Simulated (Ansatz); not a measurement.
A structure relaxed at PBE-D4/def2-SVP in Ansatz, charge 0, doublet:

```xyz
5

V    -0.019   -0.356    0.692
Te   -1.666    1.420   -0.170
Te    1.165    0.459    2.611
Te   -1.099   -0.707   -1.902
Te    1.619   -0.817   -1.232
```

(1) Give its formula and point group.

(2) Summarise the bond lengths by kind (pairs closer than 1.2 times the sum of covalent radii, bridged metal pairs left out).

Results:

(1) VTe4. Point group Cs (tolerance 0.1 Å).

(2) 4 × Te–V 2.40 to 2.83 Å; 2 × Te–Te 2.80 Å. The metal has 4 neighbours: Te 2.57 Å, Te 2.40 Å, Te 2.83 Å, Te 2.57 Å.

In the def2 sets Te takes a core potential; there is no spin–orbit coupling. The charge 0 doublet is spin-contaminated (final ⟨S²⟩ up to 0.93, 0.75 for a pure state). Another isomer (doublet) lies 0.26 eV lower at PBE0-D4/def2-TZVP; other spin states weren't run for this one.
